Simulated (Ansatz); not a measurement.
```yaml
crystal:
  periodic: [false, false, false]
  atoms:
    - {symbol: C, position_ang: [-1.474893, 1.320670, 1.559382]}
    - {symbol: C, position_ang: [-0.145140, 1.026819, 0.908320]}
    - {symbol: O, position_ang: [-0.371176, 0.703794, -0.446890]}
    - {symbol: Sb, position_ang: [1.234492, 0.434935, -1.577146]}
    - {symbol: Si, position_ang: [1.243155, -2.142174, -1.301985]}
    - {symbol: H, position_ang: [-1.963978, 2.161342, 1.063280]}
    - {symbol: H, position_ang: [-1.338362, 1.569823, 2.614945]}
    - {symbol: H, position_ang: [-2.132574, 0.451993, 1.489242]}
    - {symbol: H, position_ang: [0.518590, 1.900377, 1.001657]}
    - {symbol: H, position_ang: [0.347999, 0.193622, 1.433203]}
    - {symbol: H, position_ang: [0.285212, 0.286936, -2.992099]}
    - {symbol: H, position_ang: [-0.119364, -2.704300, -1.485871]}
    - {symbol: H, position_ang: [2.171219, -2.746408, -2.297915]}
    - {symbol: H, position_ang: [1.731819, -2.486632, 0.060578]}
basis:
  gaussian: {orbitals: def2-SVPD}
hamiltonian: {xc: {name: PBE-QIDH}, pseudopotentials: {relativity: none}}
```

```sh
$ ansatz run in.yaml --threads 4 --pin off --events-out ev --progress --plain --max-ram 11315MiB
```

Output, abridged:

```
Functional definition: PBE-QIDH
1982 factors; integrals over basis functions are off by at most 1.1e-3 eV
mean field evaluation 1: about -18645.8056 eV, gradient 4.2e1 eV
mean field evaluation 2: about -18646.0022 eV, gradient 4.2e1 eV
mean field evaluation 4: about -18649.9329 eV, gradient 6.1e0 eV
mean field evaluation 8: about -18650.0202 eV, gradient 3.3e-1 eV
mean field evaluation 16: about -18650.0205 eV, gradient 1.5e-4 eV
mean field -18650.02053355 eV, -685.3756131701 hartree, gradient 4.2e-6 eV, S^2 0.000000; 0 other end points of the search recorded, 0 dependent functions left out
12 core orbitals not correlated: weight in the atoms' cores, before any rotation towards them, 1.000 or more for the frozen orbitals, at most 0.000 for the correlated occupied ones
reference -18650.02055042 eV, -685.3756137898 hartree; 21, 21 occupied and 158, 158 virtual orbitals, 1982 factors
second order -22.90248521 eV of doubles, -0.00000000 eV of singles
Total energy: -18657.65471215 eV, -685.6561640590 hartree
```

It took 9.5 s on 4 threads of an AMD EPYC 7R43 on a shared host, with 0.64 GiB of host memory at the peak.
